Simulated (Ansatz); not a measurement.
C₄H₉AlFN (`CC#[N+][Al-]([CH3])([CH3])[F]`) at its PBE0-D4/def2-TZVP geometry, where that method's forces vanish. Charge 0, multiplicity 1.

```json
{"atom": "C1", "x (Å)": "-2.697", "y (Å)": "-1.964", "z (Å)": "-0.244"}
{"atom": "C2", "x (Å)": "-1.569", "y (Å)": "-1.066", "z (Å)": "-0.272"}
{"atom": "N3", "x (Å)": "-0.677", "y (Å)": "-0.352", "z (Å)": "-0.300"}
{"atom": "Al4", "x (Å)": "0.901", "y (Å)": "0.950", "z (Å)": "-0.416"}
{"atom": "C5", "x (Å)": "0.512", "y (Å)": "2.151", "z (Å)": "1.086"}
{"atom": "C6", "x (Å)": "2.420", "y (Å)": "-0.290", "z (Å)": "-0.358"}
{"atom": "F7", "x (Å)": "0.525", "y (Å)": "1.556", "z (Å)": "-1.937"}
{"atom": "H8", "x (Å)": "-3.350", "y (Å)": "-1.708", "z (Å)": "0.592"}
{"atom": "H9", "x (Å)": "-3.254", "y (Å)": "-1.878", "z (Å)": "-1.178"}
{"atom": "H10", "x (Å)": "-2.346", "y (Å)": "-2.991", "z (Å)": "-0.127"}
{"atom": "H11", "x (Å)": "0.502", "y (Å)": "1.622", "z (Å)": "2.045"}
{"atom": "H12", "x (Å)": "1.269", "y (Å)": "2.939", "z (Å)": "1.169"}
{"atom": "H13", "x (Å)": "-0.455", "y (Å)": "2.652", "z (Å)": "0.974"}
{"atom": "H14", "x (Å)": "3.372", "y (Å)": "0.247", "z (Å)": "-0.420"}
{"atom": "H15", "x (Å)": "2.445", "y (Å)": "-0.867", "z (Å)": "0.573"}
{"atom": "H16", "x (Å)": "2.403", "y (Å)": "-1.002", "z (Å)": "-1.189"}
```

(1) For each bond, give half the difference of the two atoms' forces along it (eV/Å; positive pushes the atoms apart) under PBE-D4, r2SCAN-D4, B3LYP-D4, ωB97M-V in def2-TZVPP. (An estimate is asked.)

## Answers

(1) Computed: 
```json
{"bond": "C1–C2", "length (Å)": "1.442", "PBE-D4": "-0.83", "r2SCAN-D4": "-0.35", "B3LYP-D4": "0.15", "ωB97M-V": "0.49"}
{"bond": "C1–H8", "length (Å)": "1.091", "PBE-D4": "0.14", "r2SCAN-D4": "0.00", "B3LYP-D4": "-0.05", "ωB97M-V": "-0.13"}
{"bond": "C1–H10", "length (Å)": "1.091", "PBE-D4": "0.14", "r2SCAN-D4": "0.00", "B3LYP-D4": "-0.05", "ωB97M-V": "-0.13"}
{"bond": "C2–N3", "length (Å)": "1.143", "PBE-D4": "1.56", "r2SCAN-D4": "0.68", "B3LYP-D4": "-0.06", "ωB97M-V": "-0.45"}
{"bond": "N3–Al4", "length (Å)": "2.049", "PBE-D4": "-0.83", "r2SCAN-D4": "-0.39", "B3LYP-D4": "-0.01", "ωB97M-V": "0.26"}
{"bond": "Al4–C5", "length (Å)": "1.962", "PBE-D4": "-0.09", "r2SCAN-D4": "-0.02", "B3LYP-D4": "0.02", "ωB97M-V": "-0.04"}
{"bond": "Al4–C6", "length (Å)": "1.962", "PBE-D4": "-0.09", "r2SCAN-D4": "-0.02", "B3LYP-D4": "0.02", "ωB97M-V": "-0.04"}
{"bond": "Al4–F7", "length (Å)": "1.680", "PBE-D4": "0.38", "r2SCAN-D4": "0.03", "B3LYP-D4": "0.11", "ωB97M-V": "0.12"}
{"bond": "C5–H11", "length (Å)": "1.096", "PBE-D4": "0.11", "r2SCAN-D4": "0.00", "B3LYP-D4": "-0.03", "ωB97M-V": "-0.03"}
{"bond": "C5–H12", "length (Å)": "1.095", "PBE-D4": "0.12", "r2SCAN-D4": "0.00", "B3LYP-D4": "-0.04", "ωB97M-V": "-0.05"}
{"bond": "C5–H13", "length (Å)": "1.095", "PBE-D4": "0.11", "r2SCAN-D4": "0.00", "B3LYP-D4": "-0.03", "ωB97M-V": "-0.04"}
{"bond": "C6–H14", "length (Å)": "1.095", "PBE-D4": "0.12", "r2SCAN-D4": "0.00", "B3LYP-D4": "-0.04", "ωB97M-V": "-0.05"}
{"bond": "C6–H15", "length (Å)": "1.096", "PBE-D4": "0.11", "r2SCAN-D4": "0.00", "B3LYP-D4": "-0.03", "ωB97M-V": "-0.03"}
{"bond": "C6–H16", "length (Å)": "1.095", "PBE-D4": "0.11", "r2SCAN-D4": "0.00", "B3LYP-D4": "-0.03", "ωB97M-V": "-0.04"}
```

B3LYP here is the variant with VWN-RPA as its local correlation; programs differ in this.
